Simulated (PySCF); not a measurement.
Zr: ionisation energy

Zr [Kr] 4d2 5s2 (3F) → Zr⁺ [Kr] 4d2 5s1 (4F), as a difference of total energies. Calculation: PySCF 2.14, in cc-pVDZ-PP with ECP28MDF (4s4p3d1f, 38 functions); a scalar-relativistic core potential. Correlated levels: valence: 4s2 4p6 frozen. The calculations carry no spin-orbit coupling.

```csv
method,ionisation energy (eV)
UHF,5.228
BP86,6.653
PBE0,6.327
MP2 (valence),6.046
SCS-MP2 (valence),6.211
```

Problem. How much does correlation contribute at MP2 (valence)?

Solution. 6.046 − (5.228) = 0.818 eV, measured against UHF.

Errors of the correlated levels include the incompleteness of this basis and the frozen core.

MP2 underrates the near-degeneracy of ns² with np² in the lower species.

For comparison: 6.639 eV (measured; NIST levels, between the centres of gravity of the two terms).
